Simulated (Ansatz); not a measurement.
Basis sets compared for Li9⁺. The state is a singlet with charge 1. Geometry PBE0/def2-TZVP. Ansatz on 4 threads of Arm Neoverse V1 on a shared host; times are rough, and most runs start from earlier orbitals.

```xyz
9

Li    2.6300   -0.1599   -0.2509
Li    0.0001   -0.0015   -0.0014
Li    1.0238    2.0194    1.3663
Li    0.3589   -2.5674   -0.5345
Li   -2.2660   -0.8898   -1.0401
Li   -1.9016    0.5182    1.7633
Li    0.7258   -1.1559    2.2670
Li    0.5171    0.0307   -2.5963
Li   -1.0880    2.2062   -0.9734
```

The restricted singlet is unstable towards broken spin symmetry in Hartree–Fock (as tested in another run); at PBE/def2-SVP, PBE0/def2-SVP, PBE0/def2-TZVP this wasn't settled. The structure comes from a short search, and lower isomers may exist.

```
        level  functions  energy (Eh)  HOMO (eV)  LUMO (eV)  wall time
 PBE/def2-SVP         81     -67.2789      -6.37      -4.99      1.1 s
PBE0/def2-SVP         81     -67.3166      -6.85      -4.46      1.3 s
```

(1) Estimate the rows for PBE/def2-TZVP, PBE0/def2-TZVP.

Results:

(1) 
```json
{"level": "PBE/def2-TZVP", "functions": "126", "energy (Eh)": "-67.3374", "HOMO (eV)": "-6.40", "LUMO (eV)": "-5.01", "wall time": "1.1 s"}
{"level": "PBE0/def2-TZVP", "functions": "126", "energy (Eh)": "-67.3744", "HOMO (eV)": "-6.90", "LUMO (eV)": "-4.51", "wall time": "2.2 s"}
```
